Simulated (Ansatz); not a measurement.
Diatomic MgS, multiplicity 3 (not the ground state: that is measured with 2S+1 = 1).

Constants: fifth-degree fit in 1/R to seven points, most abundant isotopes. Runs in def2 and cc sets follow the lowest solution found near the PBE0 minimum.

Correlated levels freeze the inner cores; with def2 sets outer-core shells near the valence are correlated too.

Codes used: Ansatz (Gaussian orbitals). Each number belongs to the level named beside it.

| level | r_e (Å) | ω_e (cm⁻¹) | ω_e x_e (cm⁻¹) | dipole (D) |
|---|---|---|---|---|
| PBE/def2-TZVPP | 2.361 | 386 | 2.2 | 2.66 |
| PBE0/def2-TZVPP | 2.340 | 405 | 2.1 | 2.85 |
| wB97X-V/def2-TZVPP | 2.332 | 418 | 2.0 | 2.97 |
| CCSD/def2-TZVPP | 2.341 | (withheld) | 1.9 | - |
| CCSD(T)/def2-TZVPP | (withheld) | (withheld) | 2.0 | - |

Problem. Complete the blanks.

Solution. 
- CCSD(T)/def2-TZVPP, r_e (Å): 2.344
- CCSD(T)/def2-TZVPP, ω_e (cm⁻¹): 411
- CCSD/def2-TZVPP, ω_e (cm⁻¹): 414

Ansatz is an electronic-structure program.
